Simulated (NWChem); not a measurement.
Ionisation of CHF

```xyz
3

C      0.5606    -0.4527     0.0000
F     -0.5266     0.2642     0.0000
H      1.3753     0.3381     0.0000
```
Charge 0, spin multiplicity 1.

Everything below was run with NWChem. The geometry was optimised at B3LYP/def2-SVP, a minimum by its harmonic frequencies.

Basis set: def2-TZVPD. The species with one electron less has spin multiplicity 2 and keeps the geometry of the parent. Δ marks differences of total energies (open shells unrestricted). −ε marks an orbital energy of the parent. That orbital need not have the symmetry of the hole or added electron in the Δ rows.

The correlated methods keep 2 core orbitals frozen. B3LYP has NWChem's definition, with VWN1-RPA local correlation. The structure started from a generated list of species. No SCF solution was tested for a lower state.

**Question.** Order these methods by the first vertical ionisation energy they give, lowest first: ΔB2PLYP, −ε(HOMO) of B3LYP, evGW@PBE0, ΔTPSS, −ε(HOMO) of HF.

**Answer.** −ε(HOMO) of B3LYP (7.11 eV), ΔTPSS (10.28 eV), ΔB2PLYP (10.41 eV), evGW@PBE0 (10.55 eV), −ε(HOMO) of HF (11.12 eV)
